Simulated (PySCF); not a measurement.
## Spinor energies of Ta(3+) (tantalum, charge +3)

Start: [Xe] 4f14 5d1 6s1; 5d5/2 filled at m_j = +5/2; 6s1/2 filled at m_j = +1/2. Calculated with PySCF 2.14 in x2c-TZVPall-2c with one added diffuse shell each of s, p, d type (12s12p11d2f, 117 functions): generalised Hartree-Fock with the X2C-1e Hamiltonian and a Gaussian nucleus; spin-orbit coupling (SO) screened by Boettger's factors. This is a chosen level, not necessarily the ground level.

| spinor shell | electrons | ε, screened SO (eV) | weight of nominal j (screened SO) | rms radius, screened SO (bohr) |
| --- | --- | --- | --- | --- |
| 1s1/2 | 2 | -67788.1 | 1.000 | 0.0211 |
| 2s1/2 | 2 | -11810.6 | 1.000 | 0.0853 |
| 2p1/2 | 2 | -11268.1 | 1.000 | 0.0726 |
| 2p3/2 | 4 | -9992.3 | 1.000 | 0.0799 |
| 3s1/2 | 2 | -2791.0 | 1.000 | 0.218 |
| 3p1/2 | 2 | -2550.1 | 1.000 | 0.210 |
| 3p3/2 | 4 | -2270.7 | 1.000 | 0.225 |
| 3d3/2 | 4 | -1868.7 | 1.000 | 0.199 |
| 3d5/2 | 6 | -1808.4 | 1.000 | 0.203 |
| 4s1/2 | 2 | -626.11 | 1.000 | 0.488 |
| 4p1/2 | 2 | -525.45 | 1.000 | 0.497 |
| 4p3/2 | 4 | -460.53 | 1.000 | 0.530 |
| 4d3/2 | 4 | -294.61 | 1.000 | 0.558 |
| 4d5/2 | 6 | -282.44 | 1.000 | 0.569 |
| 5s1/2 | 2 | -118.78 | 1.000 | 1.17 |
| 5p1/2 | 2 | -85.553 | 0.995 | 1.29 |
| 5p3/2 | 4 | -76.547 | 0.991 | 1.38 |
| 4f5/2 | 6 | -73.556 | 0.992 | 0.699 |
| 4f7/2 | 8 | -71.675 | 0.994 | 0.702 |
| 5d5/2 | 1 | -37.367 | 1.000 | 1.96 |
| 6s1/2 | 1 | -31.366 | 1.000 | 3.00 |

```
   quantity   screened SO
E (hartree)  -15608.58447
        M_J             3
       ⟨J²⟩        12.005
       ⟨L²⟩         6.118
       ⟨S²⟩         2.120
```

Each row is a mean over spinors that exchange with the open shell spreads, by up to 3.896 eV (5p3/2).

Breit and QED terms are absent; they matter most for the inner s and p1/2 levels.

Densities and radii are taken from the X2C orbitals without a picture-change correction, which distorts them close to the nucleus.
